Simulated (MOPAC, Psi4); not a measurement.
Two rigid molecules brought together: C2H6 ··· CH3Br (SMILES CC and CBr). Monomers: optimised at B3LYP-D3(BJ) (def2-TZVP), held rigid. Orientation: a random orientation, not optimised. The monomers approach along the line of their centres of mass (distance R); nothing else relaxes.

Geometry at R = 4.39 Å (first 8 atoms: monomer A):
```
13

C      0.7630    -0.0058     0.0145
C     -0.7630     0.0058    -0.0145
H      1.1796     0.0506    -0.9931
H      1.1443    -0.9178     0.4781
H      1.1556     0.8409     0.5812
H     -1.1443     0.9178    -0.4780
H     -1.1796    -0.0508     0.9931
H     -1.1556    -0.8408    -0.5813
C      2.6525    -3.7070     2.0464
Br     0.9497    -4.0699     1.1517
H      3.1392    -2.8993     1.5115
H      3.2436    -4.6152     2.0089
H      2.4322    -3.4238     3.0695
```

Methods: SCS-MP2/aug-cc-pVDZ = Psi4 with DF-SCS-MP2/aug-cc-pVDZ, frozen core, counterpoise-corrected; PM7, restricted, heats of formation (MOPAC); SAPT0/jun-cc-pVDZ, frozen core (Psi4).

Interaction energies in kJ/mol:

```tsv
R / Å	SCS-MP2/aug-cc-pVDZ	PM7
3.81	3.68	0.20
4.00	0.34	-2.24
4.19	-1.21	-3.28
4.39	-1.81	-3.57
4.58	-1.90	-3.45
4.79	-1.74	-3.08
5.11	-1.37	-2.42
5.41	-1.03	-1.88
5.91	-0.63	-1.20
6.58	-0.33	-0.64
7.62	-0.14	-0.26
8.91	-0.06	-0.09
```

**Question.** What does SAPT0/jun-cc-pVDZ give at the same points?

**Answer.** 3.81: 2.87; 4.00: 0.04; 4.19: -1.25; 4.39: -1.72; 4.58: -1.75; 4.79: -1.58; 5.11: -1.23; 5.41: -0.93; 5.91: -0.57; 6.58: -0.31; 7.62: -0.13; 8.91: -0.06 (kJ/mol).
